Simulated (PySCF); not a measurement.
Ca₃S⁺: breathing scan

These are results of UPBE0/[S def2-SVP, Ca def2-SVP], no relativity, density fitting, PySCF, not measurements.

Rigid scan from the doublet minimum (Ca–Ca 3.565 Å (×2), S–Ca 2.571 Å (×2), S–Ca 2.642 Å; Ca–Ca–Ca 90.4°, Ca–Ca–S 46.0° (×2), Ca–Ca–S 47.7° (×2), Ca–S–Ca 86.3° (×2), Ca–S–Ca 159.1°). Coordinate: all bonds to the central atom scaled together. Energies in kJ/mol from the minimum.

Q: Predict the curve at 0.88, 0.92, 0.96, 1.00, 1.04, 1.08, 1.14, 1.22, 1.35.

A: 
```json
{"scale of all bonds to the centre": "0.88", "E (kJ/mol)": "161.7", "dipole size (D, about the centre of mass)": "1.34", "⟨S²⟩": "0.78"}
{"scale of all bonds to the centre": "0.92", "E (kJ/mol)": "62.8", "dipole size (D, about the centre of mass)": "1.22", "⟨S²⟩": "0.79"}
{"scale of all bonds to the centre": "0.96", "E (kJ/mol)": "13.7", "dipole size (D, about the centre of mass)": "1.09", "⟨S²⟩": "0.81"}
{"scale of all bonds to the centre": "1.00", "E (kJ/mol)": "0.0", "dipole size (D, about the centre of mass)": "1.04", "⟨S²⟩": "0.84"}
{"scale of all bonds to the centre": "1.04", "E (kJ/mol)": "10.8", "dipole size (D, about the centre of mass)": "1.12", "⟨S²⟩": "0.89"}
{"scale of all bonds to the centre": "1.08", "E (kJ/mol)": "38.0", "dipole size (D, about the centre of mass)": "1.34", "⟨S²⟩": "0.96"}
{"scale of all bonds to the centre": "1.14", "E (kJ/mol)": "97.7", "dipole size (D, about the centre of mass)": "1.84", "⟨S²⟩": "1.10"}
{"scale of all bonds to the centre": "1.22", "E (kJ/mol)": "193.8", "dipole size (D, about the centre of mass)": "2.60", "⟨S²⟩": "1.31"}
{"scale of all bonds to the centre": "1.35", "E (kJ/mol)": "355.3", "dipole size (D, about the centre of mass)": "3.54", "⟨S²⟩": "1.56"}
```

Spin contamination is strong at 1.08, 1.14, 1.22, 1.35, so these points are less reliable.

Other isomers or separated fragments may lie lower.

The scan took 25 s on 2 threads of a shared Arm Neoverse V1 host; the process peaked at 1 GiB. Launch command: `OMP_NUM_THREADS=2 python axn.py task.json out`.
